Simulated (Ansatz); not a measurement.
Relaxation of ClGeH6N (9 atoms, charge 0, multiplicity 1), to a largest force component of 0.03 eV/Å in at most 50 steps.

The calculation used RKS PBE-D4/def2-mTZVP (Ansatz 0.2.0).

```xyz
9
Properties=species:S:1:pos:R:3:forces:R:3
Ge 0.385 0.044 -0.081 -0.03 -0.10 0.12
Cl 0.503 -0.099 2.126 0.10 0.02 -0.12
H 1.872 -0.008 -0.527 0.00 0.02 0.02
H -0.254 1.396 -0.440 -0.01 0.02 -0.01
H -0.383 -1.192 -0.586 0.04 0.02 -0.02
N -2.541 -0.014 0.972 0.30 -0.20 0.49
H -3.285 -0.703 0.822 0.00 -0.01 -0.02
H -3.007 0.871 1.185 -0.05 0.07 0.01
H -2.047 -0.294 1.843 -0.35 0.15 -0.47
```

Task: Where does it end, and by what steps?

Result: The forces met the threshold. After 5 steps the energy has fallen by 0.019 eV; H9 moved furthest, 0.18 Å.

```json
{"step": "0", "energy less start (eV)": "0.0000", "largest force component (eV/Å)": "0.490", "accepted": "yes"}
{"step": "1", "energy less start (eV)": "-0.0102", "largest force component (eV/Å)": "0.459", "accepted": "yes"}
{"step": "2", "energy less start (eV)": "-0.0135", "largest force component (eV/Å)": "0.401", "accepted": "yes"}
{"step": "3", "energy less start (eV)": "-0.0150", "largest force component (eV/Å)": "0.366", "accepted": "yes"}
{"step": "4", "energy less start (eV)": "-0.0039", "largest force component (eV/Å)": "0.798", "accepted": "no"}
{"step": "5", "energy less start (eV)": "-0.0192", "largest force component (eV/Å)": "0.014", "accepted": "yes"}
```

```xyz
9
Properties=species:S:1:pos:R:3
Ge 0.398 0.031 -0.073
Cl 0.616 -0.119 2.112
H 1.868 0.028 -0.574
H -0.283 1.370 -0.411
H -0.346 -1.217 -0.582
N -2.537 -0.010 1.014
H -3.261 -0.684 0.750
H -3.013 0.889 1.139
H -2.198 -0.287 1.940
```

Whether the end is a true minimum wasn't checked by a vibrational analysis.

The run took 9.7 s on 2 threads of Arm Neoverse V2, with other jobs on the host, peak memory 0.13 GiB.
